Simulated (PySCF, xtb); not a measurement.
2-bromobut-1-en-3-yne (C4H3Br), SMILES C#CC(=C)Br.

Harmonic wavenumbers (cm⁻¹) from GFN2-xTB in xtb at its own minimum, in rising order: 129, 220, 305, 383, 479, 525, 633, 678, 706, 875, 905, 1104, 1376, 1647, 2246, 3110, 3149, 3396.

Task: What does PBE-D3(BJ)/def2-SVP in PySCF give at its own minimum? (An estimate is asked for; the answer gives what the named calculation found.)

Result: 148, 256, 318, 418, 546, 588, 627, 658, 675, 857, 882, 1111, 1342, 1611, 2147, 3094, 3207, 3406. Paired by order, the mean absolute difference is 33 cm⁻¹ and the zero-point energies are 31.3 and 31.3 kcal/mol.
